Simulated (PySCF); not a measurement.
## How methods differ on the ionisation energy of Cl⁶⁺

Cl⁶⁺ [Ne] 3s1 (2S) → Cl⁷⁺ [Ne] (1S), as a difference of total energies. Calculation: PySCF 2.14, in an even-tempered Gaussian basis (19 s from 0.19 bohr⁻², ratio 2.5; 12 p from 0.24 bohr⁻², ratio 2.5; 5 d from 1.2 bohr⁻², ratio 2.7; 5 f from 1.8 bohr⁻², ratio 2.7); scalar relativity by spin-free X2C-1e. Correlated levels: outer shells: 1s2 frozen; virtual orbitals above 40 to 60 times the deepest correlated orbital energy dropped. The calculations carry no spin-orbit coupling.

```tsv
method	ionisation energy (eV)	error (eV)
UHF	113.69	-0.51
LDA	114.87	+0.67
PBE	115.03	+0.83
PBE0	114.77	+0.57
r2SCAN	114.04	-0.16
BLYP	115.43	+1.23
MP2 (outer shells)	114.16	-0.04
SCS-MP2 (outer shells)	114.07	-0.13
```

Reference: 114.20 eV (measured; NIST Atomic Spectra Database, ionization energies).
